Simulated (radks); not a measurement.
Problem. Ne0.5+, configuration [He] 2p6 2s(up 1, down 0.5) (fractional occupations, a model configuration). Method: non-relativistic Kohn-Sham, BLYP, spin-polarised, spherical densities, point nucleus; computed with a radial shooting solver on a logarithmic mesh with Libxc functionals. Some entries of the table are withheld. Estimate them.

orbital  occ.  eigenvalue (eV)  <r^2> (bohr^2)  <1/r> (bohr^-1)
1s up       1              (1)         0.03374            9.607
1s down     1              (2)         0.03375            9.605
2s up       1         -46.0357          0.9421            1.663
2s down   0.5         -44.9273          0.9552            1.654
2p up       3         -22.9595             (3)            1.495
2p down     3         -21.9994             (4)            1.483

Solution. 
(1) 1s up eigenvalue (eV): -841.5797
(2) 1s down eigenvalue (eV): -841.0264
(3) 2p up <r^2> (bohr^2): 1.123
(4) 2p down <r^2> (bohr^2): 1.156
